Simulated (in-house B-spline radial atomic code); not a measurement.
Results of a calculation; reference values are marked as such.
Weak and strong correlation along the adiabatic connection

Two-electron singlets in several external potentials (atomic units), by full CI in B-splines with partial waves to l = 8 (correlation energies up to 0.6 % small). The repulsion is scaled by λ at fixed density; W(λ) is the mean repulsion less the Hartree energy, W(0) = E_x, and the area under W from 0 to 1 is E_xc.

Relative drop (W(λ) − E_x)/E_x:

```
                            system  λ = 0.12  λ = 0.25  λ = 0.4  λ = 0.6  λ = 0.8   λ = 1
−V exp(−r²/w²), V = 11.8, w = 3.93    0.0143    0.0288   0.0442   0.0628   0.0795  0.0945
−V exp(−r²/w²), V = 6.34, w = 6.29    0.0214    0.0423   0.0636   0.0883   0.1094  0.1276
     ω²r²/2 − Z/r, ω = 1.03, Z = 3    0.0062    0.0128   0.0201   0.0294   0.0383  0.0467
   ω²r²/2 − Z/r, ω = 1.94, Z = 0.3    0.0104    0.0210   0.0326   0.0470   0.0603  0.0725
−Z/r, Z = 4.44, wall at 0.401 bohr    0.0023    0.0048   0.0076   0.0114   0.0150  0.0186
−V exp(−r²/w²), V = 1.11, w = 4.98    0.0319    0.0611   0.0895   0.1203   0.1451  0.1654
    empty sphere, radius 11.9 bohr    0.0942    0.1569   0.2021   0.2394   0.2633  0.2801
```

(1) Order the systems by how far second-order (GL2) theory, half the initial slope (estimated from the first points of each curve), overshoots the correlation energy, least first.
A. −V exp(−r²/w²), V = 11.8, w = 3.93
B. −V exp(−r²/w²), V = 6.34, w = 6.29
C. ω²r²/2 − Z/r, ω = 1.94, Z = 0.3
D. empty sphere, radius 11.9 bohr
E. −V exp(−r²/w²), V = 1.11, w = 4.98
F. −Z/r, Z = 4.44, wall at 0.401 bohr
G. ω²r²/2 − Z/r, ω = 1.03, Z = 3

(2) What else changes along this order?

Answers

(1) F (GL2/E_c = 1.03), G (GL2/E_c = 1.09), C (GL2/E_c = 1.14), A (GL2/E_c = 1.20), B (GL2/E_c = 1.30), E (GL2/E_c = 1.46), D (GL2/E_c = 2.49).

(2) The ratio follows the bend of the curve. With it the leading natural occupation goes from 1.999 to 1.651 and −T_c/E_c from 0.97 to 0.41 between the first and the last.
